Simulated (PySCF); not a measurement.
Job for PySCF: R-M06-2X/def2-TZVPP on H2SeTe (SMILES [SeH][TeH]), a point of a torsion scan. Elements past Kr take the def2 small-core potentials; no spin–orbit coupling.

```python
from pyscf import gto, dft

mol = gto.M(
    atom='''
    Se   -1.14645054    0.60071386    0.56544610
    Te    1.11621667    0.67769010   -0.52439286
    H    -1.63463052   -0.48178078   -0.24777412
    H     1.76171596    1.19994419    0.88707631
    ''',
    basis='def2-tzvpp',
    ecp={'Te': 'def2-tzvpp'},
    charge=0, spin=0, verbose=4, max_memory=1800)
mf = dft.RKS(mol, xc='m062x').density_fit(auxbasis='def2-universal-jkfit')
mf.grids.level = 4
mf.conv_tol = 1e-9
mf.max_cycle = 150
mf.kernel()
mf.dip_moment()
```

The log:

```
PySCF version 2.14.0

[INPUT] verbose = 4
[INPUT] num. atoms = 4
[INPUT] num. electrons = 60
[INPUT] charge = 0
[INPUT] spin (= nelec alpha-beta = 2S) = 0
[INPUT] symmetry False subgroup None
[INPUT] Mole.unit = angstrom
[INPUT] Symbol           X                Y                Z      unit          X                Y                Z       unit  Magmom
[INPUT]  1 Se    -1.146450540000   0.600713860000   0.565446100000 AA   -2.166477535960   1.135184674630   1.068538267203 Bohr   0.0
[INPUT]  2 Te     1.116216670000   0.677690100000  -0.524392860000 AA    2.109343801974   1.280648686329  -0.990958887077 Bohr   0.0
[INPUT]  3 H     -1.634630520000  -0.481780780000  -0.247774120000 AA   -3.089003997655  -0.910433726279  -0.468225227555 Bohr   0.0
[INPUT]  4 H      1.761715960000   1.199944190000   0.887076310000 AA    3.329160673675   2.267565883863   1.676331277490 Bohr   0.0

nuclear repulsion = 202.505511041503
number of shells = 44
number of NR pGTOs = 227
number of NR cGTOs = 126
basis = def2-tzvpp
ecp = {'Te': 'def2-tzvpp'}


******** <class 'pyscf.df.df_jk.DFRKS'> ********
method = DFRKS
initial guess = minao
damping factor = 0
level_shift factor = 0
DIIS = <class 'pyscf.scf.diis.CDIIS'>
diis_start_cycle = 1
diis_space = 8
diis_damp = 0
SCF conv_tol = 1e-09
SCF conv_tol_grad = None
SCF max_cycles = 150
direct_scf = False
XC library pyscf.dft.libxc version 7.1.2
    S. Lehtola, C. Steigemann, M. J. T. Oliveira, and M. A. L. Marques,  SoftwareX 7, 1–5 (2018)
XC functionals = m062x
    Y. Zhao and D. G. Truhlar,  Theor. Chem. Acc. 120, 215 (2008)
    Y. Zhao and D. G. Truhlar,  Theor. Chem. Acc. 120, 215 (2008)
radial grids:
    Treutler-Ahlrichs [JCP 102, 346 (1995); DOI:10.1063/1.469408] (M4) radial grids

becke partition: Becke, JCP 88, 2547 (1988); DOI:10.1063/1.454033
pruning grids: <function nwchem_prune>
grids dens level: 4
symmetrized grids: False
atomic radii adjust function: <function treutler_atomic_radii_adjust>
small_rho_cutoff = 0
Set gradient conv threshold to 3.16228e-05
Initial guess from minao.
tot grids = 93192
******** <class 'pyscf.df.df.DF'> ********
auxbasis = def2-universal-jkfit
init E= -2627.99834080714
  HOMO = -0.571500011849984  LUMO = -0.536162622676234  gap/eV = 0.96158
cycle= 1 E= -2668.95555504408  delta_E=  -41  |g|= 3.04  |ddm|= 28.1
  HOMO = -0.0504491067006719  LUMO = 0.0338680817011097  gap/eV = 2.29439
cycle= 2 E= -2667.30487669992  delta_E= 1.65  |g|= 3.48  |ddm|= 11.1
  HOMO = -0.190838709552417  LUMO = -0.0616873740523404  gap/eV = 3.51439
cycle= 3 E= -2670.47674463425  delta_E= -3.17  |g|= 0.761  |ddm|= 8.71
  HOMO = -0.223615776822001  LUMO = -0.0728790920156399  gap/eV = 4.10175
cycle= 4 E= -2670.6825729519  delta_E= -0.206  |g|= 0.414  |ddm|= 1.35
  HOMO = -0.248399546022225  LUMO = -0.0417101641392858  gap/eV = 5.62430
cycle= 5 E= -2670.71602908481  delta_E= -0.0335  |g|= 0.112  |ddm|= 0.356
  HOMO = -0.260825655869506  LUMO = -0.0446959648488508  gap/eV = 5.88119
cycle= 6 E= -2670.72001559347  delta_E= -0.00399  |g|= 0.024  |ddm|= 0.13
  HOMO = -0.261333949731368  LUMO = -0.0432788953006238  gap/eV = 5.93358
cycle= 7 E= -2670.72023530114  delta_E= -0.00022  |g|= 0.01  |ddm|= 0.0517
  HOMO = -0.261125259083146  LUMO = -0.0427465481899287  gap/eV = 5.94239
cycle= 8 E= -2670.72025529191  delta_E= -2e-05  |g|= 0.00244  |ddm|= 0.00831
  HOMO = -0.260990410570619  LUMO = -0.0425767408098294  gap/eV = 5.94334
cycle= 9 E= -2670.7202569083  delta_E= -1.62e-06  |g|= 0.000587  |ddm|= 0.00384
  HOMO = -0.260993766920677  LUMO = -0.0425696961007479  gap/eV = 5.94362
cycle= 10 E= -2670.72025708262  delta_E= -1.74e-07  |g|= 0.000265  |ddm|= 0.00135
  HOMO = -0.260999109967848  LUMO = -0.0425757578978972  gap/eV = 5.94360
cycle= 11 E= -2670.72025710645  delta_E= -2.38e-08  |g|= 8.58e-05  |ddm|= 0.000434
  HOMO = -0.26100211971377  LUMO = -0.0425768432154669  gap/eV = 5.94365
cycle= 12 E= -2670.72025711136  delta_E= -4.91e-09  |g|= 3.12e-05  |ddm|= 0.000212
  HOMO = -0.261000200661819  LUMO = -0.0425749419264346  gap/eV = 5.94365
cycle= 13 E= -2670.7202571126  delta_E= -1.24e-09  |g|= 1.31e-05  |ddm|= 0.000127
  HOMO = -0.26100102889815  LUMO = -0.0425760212405447  gap/eV = 5.94365
cycle= 14 E= -2670.72025711285  delta_E= -2.48e-10  |g|= 4.52e-06  |ddm|= 6.37e-05
  HOMO = -0.261000748716123  LUMO = -0.0425757259362518  gap/eV = 5.94365
Extra cycle  E= -2670.72025711288  delta_E= -3.18e-11  |g|= 3.8e-06  |ddm|= 1.55e-05
converged SCF energy = -2670.72025711288
Dipole moment(X, Y, Z, Debye):  0.48198, -0.39442, -0.39305
```

The run converged.

Cost: around 13 core-seconds (rough).
